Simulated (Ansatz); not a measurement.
# CHSSn+: where a starting geometry ends

The starting geometry of this gas-phase singlet was optimised with GFN2-xTB.

```xyz
4

C    -0.2470   -1.6219   -0.4389
S     0.8256   -0.8871    0.5874
Sn   -0.0957    1.0080   -0.6676
H    -0.8839   -1.0402   -1.1986
```

Predict what it relaxes into with PBE0-D4/def2-TZVP.

A new bond forms, giving a structure given below by its coordinates. Contacts that close: C1–Sn3 (2.64 → 2.18 Å).

The energy falls by 1.59 eV over 19 steps:

```
step  E − E(last) (eV)
   1             1.592
   3             1.567
   5             1.563
   7             1.560
   9             1.557
  11             1.528
  13             1.205
  15             0.269
  17             0.000
  19             0.000
```

Final geometry (Å):

```yaml
atoms:
  - { symbol: C, position_ang: [-0.3573, -0.9223, -0.6651] }
  - { symbol: S, position_ang: [0.7598, -1.0662, 0.5034] }
  - { symbol: Sn, position_ang: [0.0834, 1.2027, -0.4307] }
  - { symbol: H, position_ang: [-0.8868, -1.7553, -1.1254] }
```

No frequencies were run, so the end isn't proven a minimum. Atoms past krypton carry core potentials, without spin–orbit terms. Run with Ansatz 0.2.0, 36 s on 2 threads of Arm Neoverse V2, on a shared host.
